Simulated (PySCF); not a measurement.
# How methods differ on the excitation energy of I

I [Kr] 4d10 5s2 5p5 (2P) → I [Kr] 4d10 5s1 5p6 (2S), as a difference of total energies. All numbers are calculated (PySCF 2.14, the spin-free X2C one-electron Hamiltonian (Gaussian nucleus), in x2c-TZVPPall (8s6p4d2f, 60 functions)). Correlated levels: valence and next inner shell: [Ar] 3d10 frozen. The calculations carry no spin-orbit coupling.

```
                                method  excitation energy (eV)
                                   UHF                  12.738
    MP2 (valence and next inner shell)                  10.610
SCS-MP2 (valence and next inner shell)                  10.479
   CCSD (valence and next inner shell)                  10.131
CCSD(T) (valence and next inner shell)                   9.248
```

Question: How much does correlation contribute at CCSD(T) (valence and next inner shell)?

Answer: 9.248 − (12.738) = -3.490 eV, measured against UHF.

The upper state lies above the first ionisation limit, where it may autoionise and the basis confines it.

The coupled-cluster amplitudes are large for the upper state (T1 above 0.03 or a double amplitude above 0.15), so a single reference is strained.
